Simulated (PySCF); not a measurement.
# CsIn⁺ from Hartree–Fock to correlated methods

State: ²Σ⁺ (doublet), unpaired electrons σ ↑. Set-up: basis Cs def2-SVPD with ECP46, In def2-SVPD with ECP28; scalar-relativistic core potentials; PySCF 2.14. De refers to Cs⁺ + In in their high-spin ground configurations, without counterpoise correction. The functionals are run spin-unrestricted. A positive dipole points towards In; it is taken about the centre of mass and depends on that origin.

```
      Level  Re (Å)  ωe (cm⁻¹)  De (eV)  μ (D)
        UHF   4.691       36.4    0.355  -7.30
    UHF-MP2   4.556       38.6    0.404    n/a
UHF-SCS-MP2   4.582       38.1    0.394    n/a
        PBE   4.488       38.3    0.498  -5.42
     PBEsol   4.417       40.3     0.51  -5.40
     revPBE   4.578       36.1    0.465  -5.61
     r²SCAN   4.505       39.4    0.430  -6.33
       PBE0   4.451       40.4    0.457  -5.98
  BHandHLYP   4.496       40.0    0.421  -6.37
```

The bond length runs from 4.417 Å (PBEsol) to 4.691 Å (UHF). De spans 0.35 eV (UHF, mean field) to 0.51 eV (PBEsol, GGA).

Correlated steps freeze 4 core orbitals. Correlated levels converge slowly with the basis: in double zeta they bind strong bonds too weakly, by up to about 1 eV, and carry superposition errors of some tenths. These are scalar-relativistic numbers at best; spin–orbit coupling would shift them, the dissociation energy most. For an ion De counts to the pair picked by the measured ionisation energies or electron affinities, which need not be the lowest pair at this level. The state is the lowest determinant that a PBE0 search found; another state may lie lower at other levels.

The whole job (state search and all levels along the bond) took about 1.3 min on 1 thread of Arm Neoverse V2 (shared host), peak memory 0.77 GiB.
